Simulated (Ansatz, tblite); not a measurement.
Removing an electron: Ga₂P₂⁻ (the lowest doublet isomer of a short search). Charge -1, multiplicity 2. Geometry: r2SCAN-D4/def2-SVPD. Ansatz, gas phase; energy differences of separate SCF runs; the oxidised species is a triplet (the singlet lies 0.66 eV higher at PBE0-D4/def2-TZVPD).

Cartesian coordinates in Å:
```
Ga -0.2627 0.7508 -1.1296
Ga 0.2626 -0.7511 1.1294
P 1.8125 0.0107 -0.4145
P -1.8125 -0.0104 0.4147
```

The xTB rows come from tblite. The structure comes from a short search, and lower isomers may exist.

```
             level  −HOMO (eV)  vertical IE (eV)  −LUMO (eV)  HOMO–LUMO gap (eV)
          GFN1-xTB           –              6.72           –                   –
          GFN2-xTB           –              7.14           –                   –
PBE0-D4/def2-TZVPD        1.13              2.64       -0.66                1.80
```

Problem. Estimate the rows for PBE-D4/def2-TZVPD, r2SCAN-D4/def2-TZVPD.

Solution. 
```
               level  −HOMO (eV)  vertical IE (eV)  −LUMO (eV)  HOMO–LUMO gap (eV)
   PBE-D4/def2-TZVPD        0.46              2.67        0.04                0.42
r2SCAN-D4/def2-TZVPD        0.65              2.68       -0.09                0.74
```

  HOMO and LUMO are the levels of the spin that leaves or enters (xTB has no such levels and no spin-polarisation term). Other spin states of the ions may lie lower, which would lower the ionisation energy or raise the affinity. Raw xTB energy differences between charge states are shifted by several eV; the methods need an empirical correction for them.
